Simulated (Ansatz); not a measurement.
The cluster Cu2F2⁻. The state is a doublet with charge -1. Geometry PBE-D4/def2-SVP, that of the neutral singlet; atoms count from 1.

Cartesian coordinates in Å:
```
Cu -0.176 -0.583 0.117
Cu 0.498 1.619 -0.404
F -0.403 -1.896 -1.011
F 0.081 0.860 1.297
```

Another isomer (singlet) lies 0.08 eV lower at PBE0-D4/def2-TZVP.

Q: Estimate the Mulliken populations from the PBE0/def2-TZVPD orbitals of Ansatz.

A: 
```tsv
atom	charge (e)	spin (α − β)	d electrons
Cu1	0.01	0.29	9.70
Cu2	0.20	0.77	9.89
F3	-0.68	0.00	–
F4	-0.52	-0.06	–
```
Mulliken values and Mayer orders depend strongly on the basis. With diffuse functions, as here, like atoms can get unlike values, and bond orders can come out too low or too high.

Q: Where does the spin sit?

A: Summed by element: Cu 1.06, F -0.06, of 1 unpaired in all. Largest on single atoms: Cu2 0.77, Cu1 0.29, F4 -0.06.

Q: And the Mayer bond orders between bonded heavy atoms (over 0.3)?

A: Cu1–Cu2 0.76 (2.36 Å); Cu1–F3 0.49 (1.75 Å).
